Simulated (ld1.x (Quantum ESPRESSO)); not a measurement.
## An all-electron radial function and its pseudo partner (zinc)

Columns: radius, all-electron u(r) and pseudo u(r) of the 4p shell (level -11.75 eV) of zinc in the configuration [Ar] 3d10 4s0.5 4p0; LDA (PZ), non-relativistic, RRKJ scheme, ld1.x (Quantum ESPRESSO) 7.5.

| r (bohr) | all-electron | pseudo |
| --- | --- | --- |
| 0.119 | 0.1545 | 0.0055 |
| 0.238 | 0.0135 | 0.0215 |
| 0.357 | -0.1713 | 0.0460 |
| 0.476 | -0.2557 | 0.0761 |
| 0.595 | -0.2443 | 0.1090 |
| 0.714 | -0.1742 | 0.1426 |
| 0.833 | -0.0761 | 0.1761 |
| 0.952 | 0.0308 | 0.2108 |
| 1.071 | 0.1358 | 0.2491 |
| 1.190 | 0.2332 | 0.2934 |
| 1.309 | 0.3202 | 0.3451 |
| 1.428 | 0.3959 | 0.4027 |
| 1.547 | 0.4601 | 0.4609 |
| 1.666 | 0.5131 | 0.5131 |
| 1.785 | 0.5557 | 0.5557 |
| 1.904 | 0.5886 | 0.5886 |
| 2.023 | 0.6127 | 0.6127 |
| 2.142 | 0.6290 | 0.6290 |
| 2.261 | 0.6382 | 0.6382 |
| 2.380 | 0.6414 | 0.6414 |
| 2.499 | 0.6392 | 0.6392 |
| 2.618 | 0.6324 | 0.6324 |
| 2.737 | 0.6218 | 0.6218 |
| 2.856 | 0.6079 | 0.6079 |
| 2.975 | 0.5914 | 0.5914 |
| 3.094 | 0.5728 | 0.5728 |

Task: How many radial nodes do the two functions have?

Result: The all-electron 4p function has n − l − 1 = 2; the pseudo-wave has 0, since the states of the same l below it are removed with the core.

Task: At about which radius was the pseudo-wave matched?

Result: 1.75 bohr, where the columns begin to agree (steps of 0.12 bohr).

Task: Where does each function peak?

Result: Outermost all-electron maximum near 2.38 bohr, pseudo maximum near 2.38 bohr (to the table’s step).

Task: Is the pseudo-wave norm-conserving?

Result: Yes: the RRKJ scheme keeps the norm inside the radius equal to the all-electron one, which fixes the energy derivative of the logarithmic derivative at the level.
